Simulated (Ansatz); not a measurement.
Species: tribromo(chloro)methane, CBr3Cl (charge 0, singlet). SMILES: ClC(Br)(Br)Br
Structure (B3LYP-D3(BJ)/def2-TZVP (Ansatz, a program for electronic structure) minimum search):
```xyz
5

Cl    -1.0768     0.2920     1.7453
C     -0.1586     0.0430     0.2570
Br    -1.2041    -1.0509    -0.9858
Br     0.2307     1.7733    -0.5731
Br     1.5236    -0.8716     0.6672
```
Charge 0, spin multiplicity 1.

Wanted: vertical ionisation energy (to the doublet state of charge +1; each state is the SCF solution reached for its spin; the molecule has degenerate orbitals, so one determinant may break the symmetry; for the doublet the Hartree-Fock reference is unstable and T1 is 0.013), in eV. Cores are frozen in the correlated levels unless marked. Open shells are spin-unrestricted. Spin-orbit coupling is left out. The frozen core is the preceding noble-gas configuration, with the filled d and f shells of earlier blocks. No relativistic terms.  The program attaches cautions to a run behind CCSD/def2-TZVPPD: other roots. The program attaches cautions to a run behind CCSD(T)/def2-TZVPPD: other roots.

```
level                program  vertical ionisation energy (eV)
-------------------  -------  -------------------------------
SVWN5/def2-TZVPD      Ansatz                             9.93
PBE/def2-TZVPD        Ansatz                             9.74
B3LYP/def2-TZVPD      Ansatz                            10.13
BHLYP/def2-TZVPD      Ansatz                            10.54
wB97M-V/def2-TZVPD    Ansatz                            10.61
B2PLYP/def2-TZVPD     Ansatz                            10.27
RI-MP2/def2-TZVPPD    Ansatz                            10.96
CCSD/def2-TZVPPD      Ansatz                            10.64
CCSD(T)/def2-TZVPPD   Ansatz                            10.48
```
